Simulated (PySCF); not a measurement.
## Spinor energies of In⁺ (indium, charge +1)

Start: [Kr] 4d10 5s2. Calculated with PySCF 2.14 in x2c-SVPall-2c with one added diffuse shell each of s, p type (7s9p4d, 54 functions): generalised Hartree-Fock with the X2C-1e Hamiltonian and a Gaussian nucleus; one run each with spin-orbit coupling (SO) switched off, then screened by Boettger's factors.

```tsv
spinor shell	electrons	ε, spin-free (eV)	ε, screened SO (eV)	weight of nominal j (screened SO)	rms radius, screened SO (bohr)
1s1/2	2	-28085.4	-28083.1	1.000	0.0341
2s1/2	2	-4301.9	-4301.2	1.000	0.139
2p1/2	2	-3856.1	-4002.4	1.000	0.120
2p3/2	4	-3856.1	-3789.0	1.000	0.125
3s1/2	2	-861.76	-861.59	1.000	0.371
3p1/2	2	-711.87	-739.13	1.000	0.365
3p3/2	4	-711.87	-699.29	1.000	0.376
3d3/2	4	-479.63	-484.27	1.000	0.351
3d5/2	6	-479.63	-476.37	1.000	0.353
4s1/2	2	-152.25	-152.22	1.000	0.907
4p1/2	2	-105.16	-109.89	1.000	0.973
4d3/2	4	-35.220	-35.739	1.000	1.27
4d5/2	6	-35.220	-34.863	1.000	1.28
5s1/2	2	-17.352	-17.354	1.000	2.75
```

(1) Where does 4p3/2 lie, and what is the 4p spin-orbit splitting (screened SO)?

```csv
quantity,spin-free,screened SO
E (hartree),-5876.83514,-5878.08646
M_J,0,0
⟨J²⟩,0.000,0.000
⟨L²⟩,0.000,0.014
⟨S²⟩,0.000,0.014
```

Breit and QED terms are absent; they matter most for the inner s and p1/2 levels.

Densities and radii are taken from the X2C orbitals without a picture-change correction, which distorts them close to the nucleus.

Without spin-orbit coupling the j labels of p, d and f shells carry no meaning; the spin-free column gives the mean over the occupied spinors of each nl shell.

## Answers

(1) At -102.97 eV, 6.917 eV above 4p1/2.
